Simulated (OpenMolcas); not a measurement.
Rh2+: effect of the IPEA shift

```yaml
Program: OpenMolcas
Basis: ANO-RCC-VTZP [7s6p4d2f1g]
Scalar_Hamiltonian: DKH2, point nucleus
Active_space: 7 electrons in 5 orbitals (4d)
State_averaging: 2S+1 = 4 even, 10 roots; 2S+1 = 2 even, 40 roots kept (CI in the orbitals of an earlier block)
Spin-orbit_coupling: state interaction with AMFI integrals over the reference wave functions, term energies averaged over their components
```

Methods on the same reference wave functions:
A. CASSCF
B. MS-CASPT2, IPEA 0 Eh, imaginary shift 0.1 Eh (closed shells correlated: 4s 4p)
C. MS-CASPT2, IPEA 0.25 Eh, imaginary shift 0.1 Eh (closed shells correlated: 4s 4p)

Energies in eV above 4d⁷ ⁴F_9/2, the measured ground level; measured values from the list in Shadmi, J. Res. Natl. Bur. Stand. 70A, 435 (1966).

```json
{"Level": "4d⁷ ⁴F_9/2", "A": "0.0000", "B": "0.0000", "C": "0.0000", "Measured": "0.0000"}
{"Level": "4d⁷ ⁴F_7/2", "A": "0.2562", "B": "0.260", "C": "0.259", "Measured": "0.2663"}
{"Level": "4d⁷ ⁴F_5/2", "A": "0.4256", "B": "0.425", "C": "0.424", "Measured": "0.4322"}
{"Level": "4d⁷ ⁴F_3/2", "A": "0.5348", "B": "0.529", "C": "0.530", "Measured": "0.5359"}
{"Level": "4d⁷ ⁴P_5/2", "A": "1.8574", "B": "1.417", "C": "1.463", "Measured": "1.3716"}
{"Level": "4d⁷ ⁴P_3/2", "A": "1.8678", "B": "1.408", "C": "1.457", "Measured": "1.3635"}
{"Level": "4d⁷ ²G_9/2", "A": "1.9288", "B": "1.631", "C": "1.710", "Measured": ""}
{"Level": "4d⁷ ⁴P_1/2", "A": "2.0356", "B": "1.588", "C": "1.636", "Measured": ""}
{"Level": "4d⁷ ²G_7/2", "A": "2.1850", "B": "1.880", "C": "1.963", "Measured": ""}
{"Level": "4d⁷ ²P_3/2 [54 %]", "A": "2.5322", "B": "2.026", "C": "2.087", "Measured": ""}
{"Level": "4d⁷ ²H_11/2", "A": "2.5573", "B": "2.240", "C": "2.304", "Measured": ""}
{"Level": "4d⁷ ²P_1/2", "A": "2.7939", "B": "2.269", "C": "2.320", "Measured": ""}
{"Level": "4d⁷ ²D_5/2(1)", "A": "2.7979", "B": "2.299", "C": "2.389", "Measured": ""}
{"Level": "4d⁷ ²H_9/2", "A": "2.8091", "B": "2.493", "C": "2.559", "Measured": ""}
{"Level": "4d⁷ ²D_3/2(1) [71 %]", "A": "3.2264", "B": "2.704", "C": "2.798", "Measured": ""}
{"Level": "4d⁷ ²F_5/2", "A": "4.2593", "B": "3.388", "C": "3.489", "Measured": ""}
{"Level": "4d⁷ ²F_7/2", "A": "4.3810", "B": "3.517", "C": "3.617", "Measured": ""}
{"Level": "4d⁷ ²D_3/2(2)", "A": "6.6500", "B": "5.539", "C": "5.559", "Measured": ""}
{"Level": "4d⁷ ²D_5/2(2)", "A": "6.7731", "B": "5.642", "C": "5.680", "Measured": ""}
```

Deviations, from unrounded energies. A percentage is the sum of absolute deviations over the sum of measured energies, with the sign that they share, or ± where signs differ.

```tsv
Against measurement	Levels	A	B	C
mean absolute deviation (cm-1)	5	1600	180	330
fine structure of the ground term (%)	3	-1.4	-1.6	-1.7
other terms of the ground configuration (%)	2	+36.2	+3.3	+6.8
```

B lies closest to measurement on these levels and A furthest from it. The largest miss of B in the table is 4d⁷ ⁴P_5/2, by +360 cm-1. The ranking rests on the paired levels alone, and a cruder setting can come out closer through cancelling errors.

Between B and C the level of the table that moves most is 4d⁷ ²F_5/2, by 820 cm-1 (lowest in B, highest in C). Moves below CASPT2's spread within the term are not significant.

The mean deviations of B to C differ by less than CASPT2's widest spread within a term (920 cm-1), so their order carries little weight.

From A to B the spin-free energies of the other terms of 4d⁷ shown, above ⁴F, scale by factors of 0.74 to 0.86, as is usual when dynamic correlation screens the repulsion within a d or f shell.

The lowest spin-free term lies below A's lowest term by 0.482 hartree in B, 0.470 hartree in C.

Term energies are means over components that CASPT2 splits; among the terms shown or strongly mixed into the levels shown the widest spread is 920 cm-1 (4d⁷ ⁴F, B). Levels of configurations with an s electron are missing; early in the row they begin among the upper levels of the d shell and mix with terms of their name. Terms from blocks run as CI alone lack orbitals of their own. Without dynamic correlation excited terms often stand tens of per cent too high (terms of higher spin than the ground term too low), and those without a measured partner can miss by more than the paired ones (holds for A). The CASPT2 spread within a term exceeds the gap to the next term for 4d⁷ ²H and 4d⁷ ²D(1), so the order of their levels is uncertain (holds for B). Measured partners are found by configuration, term and J. A level has none where our copy of the source lacks it or the pairing is in doubt (some pairs that miss far off the trend of their configuration count as doubtful), and it then counts in no deviation. Only configurations of the active space appear.

A share in square brackets marks a mixed level and gives the weight of the term that names it, the lowest over the columns. A number in round brackets counts repeated terms of one configuration in the order of the reference energies.
